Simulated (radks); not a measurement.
Values are calculated unless marked as measured or tabulated.
Excited configurations of He II: one electron is placed in a higher orbital outside the bare nucleus. The ground configuration is 1s1. Level of theory: scalar-relativistic Kohn-Sham, PBE, spin-unpolarised, spherical densities, finite nucleus; Gaussian nuclear charge, rms radius 1.6755 fm; without spin polarisation the odd electron is poorly described (a radial shooting solver on a logarithmic mesh with Libxc functionals). Excitation = E - E(ground); binding = E(ion) - E, where the ion is the core of charge +2; n* = 2/sqrt(2 binding) in atomic units, and the quantum defect is n - n*.

outer orbital  excitation (eV)  binding (eV)     n*  quantum defect  eigenvalue (eV)  <r> (bohr)
2s                      38.220        13.540  2.005          -0.005          -10.561       2.981
4p                      48.208         3.552  3.914           0.086           -2.834       11.21
4d                      48.245         3.515  3.935           0.065           -2.720       10.34
4f                      48.331         3.429  3.984           0.016           -2.477       8.998
5d                      49.454         2.306  4.858           0.142           -1.839       16.77
7d                      50.551         1.209  6.710           0.290           -0.993       33.91
7f                      50.553         1.207  6.716           0.284           -0.979       32.53

The Delta-SCF ionisation energy is 51.760 eV (NIST Atomic Spectra Database: 54.418 eV, theoretical). Self-interaction in the functional shifts the binding energies and quantum defects, so they are the method's values and not measured ones. Spin polarisation and multiplet splitting are left out, so open shells lie too high by an amount that depends on their filling.
